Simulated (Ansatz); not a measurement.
Calculated with Ansatz (gas phase, PBE0-D4/def2-TZVP geometries, no zero-point term in ΔE). CCSD(T)/CBS is the MP2 limit (def2-TZVPP, def2-QZVPP) plus CCSD(T) − MP2 in def2-TZVPP, frozen cores. DFT in def2-TZVPP. For Ge outer-core shells are correlated without core-valence functions, which leaves a few kJ/mol of doubt a bond. Scalar relativity is left out up to krypton. One conformer a species, not always the lowest.

Consider the redistribution: `O[SiH](F)S[SiH2]Cl` + `F[SiH](F)[S][GeH3]` → `F[SiH](F)S[SiH2]Cl` + `O[SiH](F)[S][GeH3]`.

Is it downhill or uphill in electronic energy at CCSD(T)/CBS, and by how much? (Estimate.)

Ansatz gave: Uphill: ΔE = +5.4 kJ/mol.

What do these levels give: ωB97X-V, PBE0, MP2/def2-TZVPP, MP2/def2-QZVPP, HF/CBS(def2), CCSD/CBS(def2)? (Estimate.)

Ansatz gave: ωB97X-V 5.3, PBE0 5.6, MP2/def2-TZVPP 5.2, MP2/def2-QZVPP 5.6, HF/CBS(def2) 5.7, CCSD/CBS(def2) 5.3 kJ/mol.

Largest T1 diagnostic among the species: 0.012.
